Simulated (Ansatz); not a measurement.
Al2O6H6⁻. The state is a doublet with charge -1. Geometry r2SCAN-D4/def2-SVPD; atoms count from 1.

```xyz
14

Al    0.5867   -0.1597    0.5815
Al   -0.2449    0.1411   -1.9165
O     0.5237    1.4414   -2.8474
O     1.8683    0.8022    1.3175
O    -0.1164   -1.0193    1.9719
O    -2.0511   -2.6492    2.7482
O    -0.7064    0.9512   -0.2406
O     0.7695   -0.9317   -0.9664
H    -1.3319   -2.0418    2.3806
H     0.3500   -0.8160    2.7895
H     2.4917    1.2220    0.7198
H    -0.7886    1.8985   -0.1028
H     0.1690    1.6025   -3.7248
H    -1.5195   -0.4412   -2.7104
```

The structure holds one bond between oxygen atoms, so isomers without such links may lie far lower. In the doublet geometry the species has come apart into loosely held pieces. The structure comes from a short search, and lower isomers may exist.

(1) Estimate the Mulliken populations from the PBE0/def2-TZVPD orbitals of Ansatz.

(2) Where does the spin sit?

(3) And the Mayer bond orders between heavy atoms (over 0.3)?

Answers

(1) 
| atom | charge (e) | spin (α − β) |
| --- | --- | --- |
| Al1 | 0.45 | 0.00 |
| Al2 | 0.32 | 0.00 |
| O3 | -0.61 | 0.00 |
| O4 | -0.56 | 0.00 |
| O5 | -0.71 | 0.01 |
| O6 | -0.41 | 1.03 |
| O7 | -0.39 | 0.00 |
| O8 | -0.42 | 0.00 |
| H9 | 0.49 | -0.04 |
| H10 | 0.28 | 0.00 |
| H11 | 0.23 | 0.00 |
| H12 | 0.28 | 0.00 |
| H13 | 0.24 | 0.00 |
| H14 | -0.19 | 0.00 |
Mulliken values depend strongly on the basis. With diffuse functions, as here, like atoms can get unlike values, and bond orders can come out too low or too high.

(2) Summed by element: Al 0.00, O 1.04, H -0.04, of 1 unpaired in all. Largest on single atoms: O6 1.03, H9 -0.04, O5 0.01.

(3) Al1–O4 0.88 (1.76 Å); Al1–O5 1.02 (1.78 Å); Al1–O7 0.63 (1.89 Å); Al1–O8 0.93 (1.74 Å); Al2–O3 0.90 (1.77 Å); Al2–O7 0.67 (1.92 Å); Al2–O8 1.24 (1.76 Å).
